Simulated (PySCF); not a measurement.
Radial density of Nb²⁺ (niobium, charge +2)

UHF, [Kr] 4d2 5s1, 5s spin antiparallel (an excited configuration). Computed with PySCF 2.14 in aug-cc-pwCVTZ-PP with ECP28MDF (8s8p7d4f3g, 122 functions), with a scalar-relativistic core potential. This is the valence pseudo-density: the core potential removes the inner electrons and smooths the orbitals near the nucleus.

```csv
r (bohr),4πr²ρ (e/bohr),4πr²(ρα − ρβ)
0.0366,1.747e-05,0.0000
0.0616,4.557e-05,0.0000
0.104,0.0001678,0.0000
0.174,0.001379,0.0002
0.293,0.02263,0.0030
0.493,0.6425,0.0389
0.829,6.783,0.4149
1.39,7.584,1.3603
2.35,1.499,0.2098
3.95,0.2721,-0.2010
6.64,0.005893,-0.0057
```

Energies and moments cover only the electrons outside the core potential. With the s spin flipped the determinant is a mixture of two multiplicities, not a spectroscopic state.
